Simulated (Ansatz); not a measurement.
Conformers of CH$_{8}$ClNOSi$_{2}$ (`CO[SiH2]N[SiH2]Cl`), each relaxed with PBE0-D4/def2-TZVP in Ansatz. CBS adds the triple-zeta coupled-cluster correction to the MP2 limit.

Not all of them had a frequency check.

Conformer A:

```xyz
14

C     0.859   -1.290   -2.333
O     0.376   -1.066   -1.029
Si    0.434    0.397   -0.292
N     0.055    0.204    1.371
Si   -1.370    0.695    2.177
Cl   -1.160    2.514    3.127
H     0.194   -0.851   -3.085
H     1.864   -0.872   -2.471
H     0.907   -2.367   -2.501
H     1.806    0.945   -0.471
H    -0.576    1.329   -0.858
H     0.771   -0.217    1.948
H    -2.445    0.853    1.175
H    -1.715   -0.273    3.241
```

Conformer B:

Z-matrix (Å, degrees):
```
C
O 1 1.410
H 1 1.091 2 108.2
H 1 1.095 2 111.2 3 119.2
H 1 1.097 2 111.4 3 -119.1
Si 2 1.635 1 123.6 3 176.3
N 6 1.730 2 113.3 1 58.2
H 6 1.488 2 111.2 1 -60.1
H 6 1.477 2 104.1 1 178.3
Si 7 1.709 6 127.0 2 60.7
H 7 1.010 6 115.6 2 -107.6
Cl 10 2.066 7 112.7 6 -92.2
H 10 1.478 7 107.9 6 25.7
H 10 1.479 7 110.8 6 149.8
```

Problem. Which is lowest in electronic energy at CCSD(T)/CBS (frozen core, def2 sets), and by how much? (Best estimate.)

Solution. Ansatz gave: B; A lies 4.8 kJ/mol higher.

Problem. Give the energies relative to B (kJ/mol) with ωB97M-V/def2-TZVPP, r2SCAN/def2-TZVPP, PBE0/def2-TZVPP, MP2/def2-TZVPP, CCSD(T)/def2-TZVPP, HF/def2-QZVPP, CCSD/CBS(def2). (An estimate is asked.)

Solution. The calculation gave: 
```json
{"level": "ωB97M-V/def2-TZVPP", "A": "5.3"}
{"level": "r2SCAN/def2-TZVPP", "A": "3.7"}
{"level": "PBE0/def2-TZVPP", "A": "2.4"}
{"level": "MP2/def2-TZVPP", "A": "5.1"}
{"level": "CCSD(T)/def2-TZVPP", "A": "4.7"}
{"level": "HF/def2-QZVPP", "A": "0.4"}
{"level": "CCSD/CBS(def2)", "A": "4.0"}
```
